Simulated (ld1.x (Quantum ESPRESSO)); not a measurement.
# Configuration tests for fluorine (ultrasoft)

fluorine, ultrasoft, made with ld1.x (Quantum ESPRESSO) 7.5 (LDA (PZ), scalar-relativistic). Core [He], reference 2s2 2p5. Waves: 2s (bound): rcut 0.80, rcutus 0.85 bohr; 2s channel at 2.9 Ry: rcut 0.80, rcutus 0.85 bohr; 2p (bound): rcut 1.25, rcutus 1.55 bohr; 2p channel at -0.1 Ry: rcut 1.25, rcutus 1.55 bohr. Local part: all-electron potential smoothed inside 1.00 bohr (lloc = -1). Core correction: none. Augmentation charge: PSQ, inside the norm-conserving radii.

Energies are relative to the spin-unpolarised reference configuration 2s2 2p5; without spin polarisation the order of configurations can differ from experiment. Spin-polarised rows fill each open shell by Hund’s rule, majority spin first.

```tsv
valence configuration	charge	ΔE all-electron (eV)	error AE − PS (meV)
2s2 2p4	+1	19.555	+14
2s2 2p3	+2	58.067	+89
2s2 2p2	+3	118.799	+270
2s1 2p5	+1	38.211	+4.8
2s2 2p5.3	-0.3	-2.726	+0.9
2s2 2p1	+4	204.666	+657
2s2 2p5 (spin-polarised)	0	-0.379	+31
2s2 2p4 (spin-polarised)	+1	17.723	+176
```

**Question.** What are ΔE and the potential's error for 2s2 2p4.5?

**Answer.** ΔE = 7.630 eV all-electron; the error (AE − PS) is +2.4 meV.

Levels in the configuration 2s2 2p5.3:

```tsv
level	all-electron (eV)	pseudo (eV)
2s	-25.166	-25.166
2p	-6.949	-6.953
```
